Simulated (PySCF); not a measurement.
## Calculated data, CH3AlClO, CH7AlBN

Calculation on a computer-drawn molecule: the log of a Hartree-Fock and frozen-core CCSD(T) single point meant for a local Hartree-Fock minimum, with one planted fault or none, to be diagnosed. Offsets are logged minus clean, where the clean run is the same molecule without the fault. The reference is restricted for singlets and unrestricted otherwise, and also for a bond in bohr or an excited solution. Adding or removing an electron swaps singlet and doublet. The excited solution moves the top pair (singlet) or top alpha electron (doublet) to the lowest empty orbital. Highest occupied and lowest empty are orbital energies over both spins, largest force is the largest gradient component, triples share is (T) over the correlation energy, the T1 limit is 0.02 restricted and 0.045 unrestricted, electrons count all cores, a negative frequency is imaginary (commonest isotopes), and the dipole is about the centre of nuclear charge. Program: PySCF 2.14.0.

Common to all runs: meant multiplicity 1; meant basis cc-pV(D+d)Z; logged SCF converged yes; logged CC converged yes; logged SCF stable within its kind yes; possible faults no fault, one electron removed, one electron added, multiplicity raised by two, geometry at a saddle point, SCF held on an excited solution, minimal basis STO-3G, one bond length entered in bohr, all coordinates scaled.

Notes on all entries: T1 above single-reference limit.

(1) 
```xyz
7
formula=CH3AlClO meant_charge=1 logged_electrons=46 logged_basis_functions=31 logged_spin_squared=0 logged_highest_occupied=-15.787 logged_lowest_empty=-1.4747 logged_largest_force=0.0516 logged_T1_diagnostic=0.021344 logged_D1_diagnostic=0.068216 logged_triples_share=0.053642 logged_dipole_magnitude=3.0144 logged_energy_HF=-806.5008 logged_energy_CCSD(T)=-806.6634 planted_fault=minimal_basis_STO-3G HF_energy_offset_from_clean_run=5798 CCSD(T)_energy_offset_from_clean_run=6041
C     -3.3335     0.2495     0.4577
O     -2.7849     0.9727     1.5672
Al    -2.1798     1.7704     2.7906
Cl    -1.4117     2.7829     4.3434
H     -3.7482     0.9670    -0.2428
H     -2.5336    -0.3199    -0.0045
H     -4.1076    -0.4116     0.8336
```

Units: logged_highest_occupied, logged_lowest_empty in eV; logged_largest_force in hartree/bohr; logged_dipole_magnitude in debye; logged_energy_HF, logged_energy_CCSD(T) in hartree; HF_energy_offset_from_clean_run, CCSD(T)_energy_offset_from_clean_run in kcal/mol.

Drawn bonds:
```tsv
atom	other atom	order
1	2	1
2	3	1
3	4	1
1	5	1
1	6	1
1	7	1
```

(2) 
```xyz
11
formula=CH7AlBN meant_charge=0 logged_electrons=38 logged_basis_functions=100 logged_spin_squared=0.7337 logged_highest_occupied=-9.0786 logged_lowest_empty=1.1251 logged_largest_force=0.020434 logged_T1_diagnostic=0.050925 logged_D1_diagnostic=0.23443 logged_triples_share=0.033839 logged_dipole_magnitude=1.6581 logged_energy_HF=-362.8192 logged_energy_CCSD(T)=-363.34782
B      0.8905     1.3861     3.1137
Al     0.0715     0.2180     1.4987
C      1.1848    -0.5109     0.0119
N      0.5197    -1.3004    -1.0454
H      0.9786     2.5879     3.0721
H      1.2930     0.8934     4.1380
H     -1.4918    -0.0961     1.4604
H      2.2076     1.0418    -0.9118
H      1.9936    -1.1269     0.4282
H     -0.2065    -0.7525    -1.4766
H      0.0423    -2.0869    -0.6368
```

Units: logged_highest_occupied, logged_lowest_empty in eV; logged_largest_force in hartree/bohr; logged_dipole_magnitude in debye; logged_energy_HF, logged_energy_CCSD(T) in hartree.

Drawn bonds:
```tsv
atom	other atom	order
1	2	1
2	3	1
3	4	1
1	5	1
1	6	1
2	7	1
3	8	1
3	9	1
4	10	1
4	11	1
```

## Withheld values
1. Give the missing planted fault for CH7AlBN (entry 2).

## Answers
1. one bond length entered in bohr, row 7 of the drawn bonds

Further results for CH7AlBN (entry 2):

* HF energy offset from clean run: 71.2 kcal/mol
* CCSD(T) energy offset from clean run: 73.95 kcal/mol
